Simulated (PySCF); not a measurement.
C2H6AlF. Atoms are numbered in the order given.

```xyz
10

Al    -0.4370     0.6833     0.0000
H     -2.0321     0.7688     0.0000
F      0.3668     2.1649     0.0000
C      0.6372    -0.9597     0.0000
C     -0.1556    -2.2769     0.0000
H      1.3203    -0.9080    -0.8789
H      1.3203    -0.9080     0.8789
H     -0.8135    -2.3664     0.8898
H     -0.8135    -2.3664    -0.8898
H      0.5089    -3.1667     0.0000
```
Charge 0, spin multiplicity 1.

The structure is a stationary point at PBE-D3(BJ)/def2-SVP. The values are those of a single conformer.

These are PBE0/pcSseg-1 (PySCF) values and carry that method's errors.

GIAO shieldings, no solvent; atoms alike by connectivity are averaged. δ = σ(ref) − σ: ¹H against TMS (σ = 31.56 ppm); ¹⁹F against CFCl3 (σ = 167.2 ppm); ¹³C against TMS (σ = 186.3 ppm), references at their B3LYP-D3(BJ)/def2-TZVP geometries, non-relativistic.

Computed chemical shifts:
```csv
nucleus,atoms,count,δ (ppm)
¹H,H2,1,5.24
¹H,"H8, H9, H10",3,1.65
¹H,"H6, H7",2,0.80
¹⁹F,F3,1,-133.6
¹³C,C5,1,12.1
¹³C,C4,1,6.4
```
